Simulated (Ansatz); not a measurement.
Consider the cleavage of the Si–B bond: `[SiH3]BO[SiH3]` + `C=NCO` → `C=NCO[SiH3]` + `BO[SiH3]`.

Computed with Ansatz on PBE0-D4/def2-TZVP structures; ΔE is electronic, products minus reactants. CCSD(T)/CBS is the MP2 limit (def2-TZVPP, def2-QZVPP) plus CCSD(T) − MP2 in def2-TZVPP, frozen cores. DFT in def2-TZVPP. One conformer a species, not always the lowest.

`[SiH3]BO[SiH3]`:

Cartesian coordinates in Å:
```
Si -1.052 -1.539 -1.355
B -0.497 -0.309 0.163
O 0.584 0.486 0.042
Si 1.286 1.581 1.077
H -0.166 -1.450 -2.549
H -2.446 -1.218 -1.777
H -1.059 -2.952 -0.877
H -1.129 -0.276 1.194
H 2.680 1.143 1.320
H 0.524 1.630 2.351
H 1.275 2.904 0.412
```

`C=NCO`:

Z-matrix (Å, degrees):
```
C
N 1 1.442
O 1 1.397 2 110.5
H 1 1.098 2 112.9 3 -119.2
H 1 1.100 2 106.8 3 121.4
C 2 1.257 1 118.2 3 131.3
H 3 0.963 1 107.1 2 46.7
H 6 1.090 2 119.4 1 179.1
H 6 1.098 2 123.3 1 -0.9
```

`C=NCO[SiH3]`:

```xyz
12

C     0.157   -1.807    1.470
N     0.780   -0.722    1.606
C     0.602    0.321    0.653
O    -0.294    0.012   -0.389
Si   -0.637    1.034   -1.631
H    -0.530   -2.007    0.645
H     0.311   -2.588    2.213
H     1.594    0.557    0.244
H     0.252    1.205    1.204
H     0.600    1.377   -2.386
H    -1.239    2.298   -1.124
H    -1.596    0.319   -2.504
```

`BO[SiH3]`:

Cartesian coordinates in Å:
```
B 1.524 -0.080 0.338
O 0.244 -0.444 0.540
Si -1.173 0.004 -0.195
H 1.795 0.720 -0.520
H 2.367 -0.574 1.032
H -0.902 0.997 -1.266
H -2.058 0.589 0.839
H -1.796 -1.213 -0.766
```

CCSD(T)/CBS gives -112.2 kJ/mol.

(1) Another level gave -122.1 kJ/mol. Which?
A. CCSD/def2-TZVPP
B. PBE-D4/def2-TZVPP
C. SCS-MP2/def2-TZVPP
D. HF/def2-TZVPP

Largest T1 diagnostic among the species: 0.014.

## Answers

(1) C. SCS-MP2/def2-TZVPP -122.1, HF/def2-TZVPP -130.8, CCSD/def2-TZVPP -113.1, PBE-D4 -91.5 kJ/mol.

In def2-TZVPP, CCSD(T) changes the Hartree–Fock value by +20.0 kJ/mol (the triples alone add +2.2 kJ/mol) and MP2 by +10.0 kJ/mol. From PBE to PBE0 (25 % exact exchange), in def2-TZVPP and without D4, ΔE moves by −7.3 kJ/mol.
